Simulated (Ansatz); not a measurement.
`[F][Ga]([SiH3])[Cl]` + `O=C(S)[NH][GeH3]` → `O=C(S)N[SiH3]` + `[F][Ga]([Cl])[GeH3]`  (redistribution)

Program: Ansatz. Geometries: PBE0-D4/def2-TZVP. ΔE: electronic, gas phase. CBS: MP2 limit from def2 TZ/QZ plus the TZ coupled-cluster correction, frozen cores. DFT in def2-TZVPP. For Ga, Ge outer-core shells are correlated without core-valence functions, which leaves a few kJ/mol of doubt a bond. Scalar relativity is left out up to krypton. Each species was taken in one conformer, which may not be the lowest.

```csv
level,ΔE (kcal/mol)
B2PLYP,-11.2
PBE0,-10.4
MP2/def2-QZVPP,-11.5
MP2/CBS(def2),-11.7
```

(1) What does CCSD(T)/CBS give? (Estimate.)

Largest T1 diagnostic among the species: 0.015.

Answers

(1) Ansatz gave: -11.1 kcal/mol. The listed levels differ from it by -0.1, 0.7, -0.4, -0.6 kcal/mol.
